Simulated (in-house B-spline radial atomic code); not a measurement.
## Ar2+: [Ne] 3s2 3p4

Computed with an all-electron radial atomic-structure program (B-spline basis): non-relativistic M06-2X, spin-polarised, spherical fractional occupations, point nucleus.

Effective charges: Z_r = [3n² - l(l+1)]/(2<r>) from the radius, Z_e = n√(-2ε) from the energy, and Slater's rules. Values are occupation-weighted means over spin.

```csv
shell,electrons,ε (eV),<r> (bohr),Z_r,Z_e,Slater
1s,2,-3195.2,0.08626,17.39,15.32,17.70
2s,2,-343.28,0.4145,14.48,10.05,13.85
2p,6,-275.77,0.3749,13.34,9.00,13.85
3s,2,-55.004,1.341,10.07,6.03,7.45
3p,4,-38.431,1.473,8.49,5.04,7.45
```

The least bound orbital is 3p down at -32.91 eV, and it is also the most diffuse (<r> = 1.527 bohr).

Caution: exact exchange at fractional occupations of open shells leaves self-interaction of up to several eV.
